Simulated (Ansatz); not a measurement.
Ansatz results at the PBE0-D4/def2-TZVP geometry: LUMO energy (B3LYP/def2-TZVPP) -0.90 eV; HOMO energy (PBE0/def2-TZVPP) -6.49 eV; LUMO energy (ωB97M-V/def2-TZVPP) 1.10 eV.

Each molecule was computed in one conformer, which needn't be the lowest.

Question: Which molecule gave them?
A. `C[N](C)[Hf]1234([OH])([N](C)C)[C@@H]5[C@H]1[C@H]2[C@@]3(C)[C@@H]54`
B. `C[O][Ti]1234([F])([N](C)C)[C@@H]5[C@H]1[C@H]2[C@@]3([SiH3])[C@@H]54`
C. `C[O][ZrH]12345678([C@H]9[C@@H]1[C@@H]2[C@@H]3[C@H]94)[C@H]1[C@@H]5[C@@H]6[C@@H]7[C@H]18`
D. `[CH3][Hf]12345678([OH])([C@H]9[C@@H]1[C@@H]2[C@@H]3[C@H]94)[C@H]1[C@@H]5[C@@H]6[C@@H]7[C@H]18`

Answer: C. The others give `[CH3][Hf]12345678([OH])([C@H]9[C@@H]1[C@@H]2[C@@H]3[C@H]94)[C@H]1[C@@H]5[C@@H]6[C@@H]7[C@H]18`: -0.56, -6.68, 1.33; `C[O][Ti]1234([F])([N](C)C)[C@@H]5[C@H]1[C@H]2[C@@]3([SiH3])[C@@H]54`: -1.84, -6.35, 0.56; `C[N](C)[Hf]1234([OH])([N](C)C)[C@@H]5[C@H]1[C@H]2[C@@]3(C)[C@@H]54`: -0.03, -5.55, 1.49.

B3LYP here is the variant with VWN-RPA as its local correlation; programs differ in this.
